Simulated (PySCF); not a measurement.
How methods differ on the interval between two levels of Si³⁺

Si³⁺ [Ne] 3s1 [2S1/2, M_J = 1/2] → Si³⁺ [Ne] 3p1 [2P3/2, M_J = 3/2], as a difference of total energies. Calculation: PySCF 2.14, in x2c-SVPall-2c with one added diffuse shell each of s, p type (5s5p1d, 25 functions); the two-component X2C-1e Hamiltonian. Correlated levels: [Ne] frozen. "Screened" scales the spin-orbit matrix elements by Boettger's factors to mimic the two-electron term; Breit and QED terms are absent.

| method | interval between two levels (cm⁻¹) |
| --- | --- |
| GHF (spin-free) | 69792 |
| GMP2 (spin-free) | 69792 |
| GCCSD (spin-free) | 69792 |
| GCCSD(T) (spin-free) | 69792 |
| GHF (screened spin-orbit) | 69958 |
| GMP2 (screened spin-orbit) | 69958 |
| GCCSD (screened spin-orbit) | 69958 |
| GCCSD(T) (screened spin-orbit) | 69958 |
